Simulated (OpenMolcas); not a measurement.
# Tc4+ in Cs2ZrCl6: curves along the breathing mode

Tc4+ with its 6 nearest chloride ions, on the Zr site of Cs2ZrCl6 (a = 10.407 Å, distance in the model lattice 2.446 Å). The rest of the host is ab initio model potentials to 7.6 Å and point charges beyond; the distance is set by hand and nothing relaxes. Ligand basis ANO-RCC-VDZP.

```
Program             : OpenMolcas 26.06
Method              : CASSCF
Basis               : ANO-RCC-VDZP [6s5p3d1f]
Scalar Hamiltonian  : DKH2, point nucleus
Active space        : 3 electrons in 5 orbitals (4d)
State averaging     : 2S+1 = 4 even, 10 roots; 2S+1 = 2 even, 40 roots
Spin-orbit coupling : state interaction with AMFI integrals over the reference wave functions
```

Spin-free energies (labels of O, the rotations of Oh) in cm-1 above the lowest fitted minimum, as all ligands move together:

| R (Å) | 4A2 | 2E | 2T1 | 2T2 | 4T2 | 4T1 | 2A1 |
| --- | --- | --- | --- | --- | --- | --- | --- |
| 2.313 | 250 | 13440 | 14170 | 21280 | 28990 | 35780 | 39080 |
| 2.366 | 350 | 13840 | 14550 | 21670 | 26900 | 33680 | 37210 |
| 2.419 | 2740 | 16490 | 17180 | 24290 | 27340 | 34080 | 37850 |
| 2.472 | 6970 | 20960 | 21640 | 28720 | 29840 | 36510 | 40520 |
| 2.526 | 12800 | 27020 | 27690 | 34710 | 34090 | 40680 | 44930 |
| 2.579 | 19720 | 34130 | 34790 | 41750 | 39600 | 46100 | 50590 |

Cubic fits give the following; the wavenumber is harmonic, with the mass of all moving ligands, small differences in it between states hang on the degree of the fit, a number in brackets counts states of one label, and the table is a selection of at most 14 states with clean curves.

| State | R0 (Å) | Breathing mode (cm-1) | Minimum (cm-1) |
| --- | --- | --- | --- |
| 4A2 | 2.336 | 371 | 0 |
| 2E | 2.330 | 372 | 13310 |
| 2T1 | 2.330 | 372 | 14030 |
| 2T2 | 2.330 | 370 | 21150 |
| 4T2 | 2.383 | 365 | 26800 |
| 4T1 | 2.383 | 362 | 33560 |
| 2A1 | 2.378 | 365 | 37170 |
| 2E(2) | 2.377 | 365 | 40910 |
| 2A2 | 2.377 | 364 | 49420 |
| 4T1(2) | 2.419 | 363 | 55270 |
| 2E(3) | 2.374 | 363 | 58720 |
| 2E(4) | 2.450 | 364 | 91470 |

The minimum of 4T2 is shifted by +0.0463 Å against 4A2 (from the unrounded fits). With M = 212.7 u for the moving shell, the Huang-Rhys factor in this mode is S = M ω ΔR² / 2ħ = 0.01483 × 212.7 × 371 × 0.0463² = 2.51. Only the first shell moves, against a rigid host.

Without dynamic correlation the repulsion within the d shell is too large (B by tens of per cent), so at a given field states of lower spin stand too high. With metal d orbitals alone the field can be off either way by tens of per cent. Ligand-to-metal charge-transfer states are missing. With no ligand orbital active B as a rule stays too high, so bands that hang on it stand too high and its fall with covalency is understated. The least metal-like active orbital is 66 % on the metal (Löwdin) and no ligand orbital is active, so the numbers are rough (holds for R = 2.313; R = 2.366). The least metal-like active orbital is 67 % on the metal (Löwdin) and no ligand orbital is active, so the numbers are rough (holds for R = 2.419; R = 2.472; R = 2.526; R = 2.579). No measured value stands beside these numbers.
